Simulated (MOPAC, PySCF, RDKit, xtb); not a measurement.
Torsion H4–N1–B2–N3 in BH5N2 (SMILES NBN); at each angle all else is relaxed with GFN2-xTB, and the levels are single points there.
Geometry at 0° (charge 0, multiplicity 1):
```xyz
8

N      1.27212    -0.20586     0.15351
B      0.07421     0.51331     0.04404
N     -0.79303     0.27732    -1.03134
H      1.56038    -0.90313    -0.51031
H      1.92875    -0.07806     0.90047
H     -0.20301     1.31416     0.85380
H     -0.60666    -0.39616    -1.75356
H     -1.66144     0.76200    -1.15935
```

On the grid 0° to 330°, 270° is the highest and 0° the lowest point at MP2/CBS(cc-pVTZ, cc-pVQZ) + ΔCCSD(T)/cc-pVTZ.

Rows in STO-3G carry no dispersion term and start afresh at each structure. The state that PM7 reach isn't checked; PM7 holds dispersion and hydrogen-bond terms.

Programs: MOPAC for PM7 (differences of heats of formation); PySCF for STO-3G rows; RDKit for the force fields; xtb for the GFN methods. Each number belongs to the level named beside it.

Task: One of these levels gives 476.9 meV for the energy at 270° less that at 0°. Which?
(A) UFF
(B) PM7
(C) HF/STO-3G
(D) GFN2-xTB

Result: D, GFN2-xTB. The others give -473.8 (UFF), 550.8 (PM7), 663.8 (HF/STO-3G)
